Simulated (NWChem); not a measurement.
A series in which one site is exchanged, each optimised at PBE0/def2-SVP with NWChem, gas phase unless a solvent is named. All stand in one matching conformer (torsions within 35°), which need not be the lowest. For some, no frequency run checked for a minimum. def2 effective core potentials on In; no spin-orbit coupling.

A: [Cl][In]([OH])[NH2] (InNH$_{3}$OCl; site = In)
B: [Cl][Al]([OH])[NH2] (AlNH$_{3}$OCl; site = Al)
C: OB(Cl)N (BNH₃OCl; site = B)
D: [NH2][Ga]([OH])[Cl] (GaNH$_{3}$OCl; site = Ga)

Values for A:

| Quantity | Value |
|---|---|
| dipole (D), PBE0/def2-SVP | 1.85 |
| orbital gap (eV), PBE0/def2-SVP | 5.99 |
| static polarisability, PBE0/def2-SVPD (bohr³) | 62.0 |
| lowest singlet excitation, PBE0/def2-SVPD, TDA (eV) | 4.71 |

### Question
How do these values change for the other members?

### Answer
| change from A | B | C | D |
|---|---|---|---|
| dipole (D), PBE0/def2-SVP | -0.79 | -0.68 | -0.60 |
| orbital gap (eV), PBE0/def2-SVP | +1.31 | +3.53 | +1.11 |
| static polarisability, PBE0/def2-SVPD (bohr³) | -12.4 | -20.7 | -9.1 |
| lowest singlet excitation, PBE0/def2-SVPD, TDA (eV) | +1.02 | +2.26 | +0.79 |
